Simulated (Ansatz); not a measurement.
Frontier orbitals of `[Cl][Ti]([Cl])([Cl])[I]`.

```xyz
5

Cl    2.097    0.068   -0.628
Ti    0.045   -0.059    0.038
Cl   -0.772   -1.997   -0.461
Cl   -0.057    0.255    2.174
I    -1.313    1.733   -1.124
```

Total charge 0; spin multiplicity 1. Correlated methods include outer-core shells of I, Ti, which these sets cover unevenly. Scalar relativity is left out up to krypton. I takes the def2 core potential. The structure was optimised at the PBE0-D4/def2-TZVP level. Basis def2-TZVPP, Ansatz 0.2.0.

```
functional  HOMO (eV)  LUMO (eV)
    B97M-V      -7.56      -4.46
```

Problem. Give HOMO and LUMO (eV) with LDA (SPW92), PBE, revPBE, BLYP, r2SCAN, PBE0, B3LYP, r2SCANh, r2SCAN0, HSE06 (plane-wave form), BHLYP, CAM-B3LYP, LC-ωPBE, ωB97X-V, ωB97M-V, HF. (Estimate.)

Solution. Ansatz gave: 
```
             functional    HOMO   LUMO
            LDA (SPW92)   -7.43  -4.69
                    PBE   -7.26  -4.48
                 revPBE   -7.20  -4.41
                   BLYP   -7.07  -4.33
                 r2SCAN   -7.58  -4.51
                   PBE0   -8.38  -3.71
                  B3LYP   -8.12  -3.89
                r2SCANh   -7.98  -4.19
                r2SCAN0   -8.59  -3.70
HSE06 (plane-wave form)   -7.99  -4.08
                  BHLYP   -9.32  -2.69
              CAM-B3LYP   -9.57  -2.69
                LC-ωPBE  -10.89  -1.76
                ωB97X-V  -10.55  -1.71
                ωB97M-V  -10.41  -1.65
                     HF  -10.83   0.12
```

B3LYP here is the variant with VWN-RPA as its local correlation; programs differ in this. LC-ωPBE has ω = 0.4 bohr⁻¹.
